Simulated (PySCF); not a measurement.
## Working out the ionisation energy of Zn¹⁵⁺

Zn¹⁵⁺ [Ne] 3s2 3p3 (4S) → Zn¹⁶⁺ [Ne] 3s2 3p2 (3P). Computed with PySCF 2.14 in an uncontracted even-tempered set (17 s from 1.2 bohr⁻², ratio 2.5; 11 p from 1.6 bohr⁻², ratio 2.5; 5 d from 7.8 bohr⁻², ratio 2.7; 4 f from 12 bohr⁻², ratio 2.7), with the non-relativistic Hamiltonian (point nucleus). Frozen: 1s2; the 18 highest virtual orbitals dropped. Energies in hartree (1 hartree = 27.21139 eV):

```csv
part,Zn¹⁵⁺ (lower),Zn¹⁶⁺ (upper)
UHF,-1667.725152,-1648.055733
CCSD correlation,-0.483131,-0.470766
(T),-0.002220,-0.002422
```

Q: What does Hartree-Fock give?

A: (-1648.055733) − (-1667.725152) = 19.669419 hartree = 535.232 eV.

Q: What do CCSD and CCSD(T) give?

A: The CCSD correlation energies differ by 0.012365 hartree = 0.336 eV and the triples by -0.000202 hartree = -0.005 eV, so CCSD gives 535.568 eV and CCSD(T) 535.563 eV.

A first-order spin-orbit estimate adds -2.860 eV to CCSD(T) (outer shells), giving 532.703 eV against 540 ± 1 eV (semi-empirical (NIST evaluation); NIST Atomic Spectra Database, ionization energies).

The calculation is non-relativistic.

What remains against the reference includes basis incompleteness, the frozen core and higher excitations.
